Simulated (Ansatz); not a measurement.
Start from `N[SiH]1CN1` and change one atom or group to get `O[SiH]1CN1`.

Ansatz, PBE0-D4/def2-TZVP geometries, multiplicity 1. Each molecule was computed in one conformer, which needn't be the lowest.

```json
{"property": "HOMO energy (PBE/def2-TZVPP) / eV", "`N[SiH]1CN1`": "-5.16"}
{"property": "size of the dipole moment (B3LYP/def2-TZVPP) / D", "`N[SiH]1CN1`": "1.24"}
{"property": "ideal-gas entropy at 298 K and 1 bar (rigid rotor, harmonic PBE0-D4/def2-TZVP) / J/(mol·K)", "`N[SiH]1CN1`": "308"}
{"property": "HOMO energy (ωB97M-V/def2-TZVPP) / eV", "`N[SiH]1CN1`": "-8.73"}
{"property": "HOMO–LUMO gap (ωB97M-V/def2-TZVPP) / eV", "`N[SiH]1CN1`": "11.07"}
{"property": "HOMO energy (B3LYP/def2-TZVPP) / eV", "`N[SiH]1CN1`": "-6.22"}
```

**Question.** Give the same properties after the change, and the shifts. (Best estimate.)

**Answer.** The calculation gave: 
```tsv
property	`O[SiH]1CN1`	shift
HOMO energy (PBE/def2-TZVPP) / eV	-5.53	-0.37
size of the dipole moment (B3LYP/def2-TZVPP) / D	0.68	-0.56
ideal-gas entropy at 298 K and 1 bar (rigid rotor, harmonic PBE0-D4/def2-TZVP) / J/(mol·K)	296	-12
HOMO energy (ωB97M-V/def2-TZVPP) / eV	-9.15	-0.42
HOMO–LUMO gap (ωB97M-V/def2-TZVPP) / eV	11.43	0.36
HOMO energy (B3LYP/def2-TZVPP) / eV	-6.62	-0.40
```

With PBE0 the HOMO falls by 0.40 eV and the LUMO falls by 0.17 eV, so the gap widens by about 0.23 eV. PBE moves the HOMO by -0.37 eV and ωB97M-V by -0.42 eV. The zero-point energy changes by -30.2 kJ/mol with -3 modes. Dipoles are sizes alone; their direction can turn.

B3LYP here is the variant with VWN-RPA as its local correlation; programs differ in this.
